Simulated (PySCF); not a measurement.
Al(F)2(GeH3) (AlF₂GeH₃), SMILES [F][Al]([F])[GeH3]. Atoms are numbered in the order given.

```xyz
7

Al     0.5194    -0.5744     0.7544
F      2.1289    -0.9574     0.6308
F     -0.2651    -1.1377     2.1037
Ge    -0.6492     0.7280    -0.9511
H     -1.5309     1.8066    -0.2973
H      0.3451     1.4101    -1.9054
H     -1.5662    -0.1900    -1.7809
```

Coordinates come from a PBE0-D3(BJ)/def2-SVP optimisation.

The numbers are results of B3LYP/pcSseg-1 run with PySCF, not measurements.

GIAO shieldings, no solvent; atoms alike by connectivity are averaged. δ = σ(ref) − σ: ¹⁹F against CFCl3 (σ = 161.7 ppm); ⁷³Ge against GeH4 (σ = 1631.8 ppm); ¹H against TMS (σ = 31.68 ppm), references at their B3LYP-D3(BJ)/def2-TZVP geometries, non-relativistic.

```
nucleus       atoms  count  δ (ppm)
-------  ----------  -----  -------
¹⁹F          F2, F3      2   -131.5
⁷³Ge            Ge4      1    -88.7
¹H       H5, H6, H7      3     3.55
```
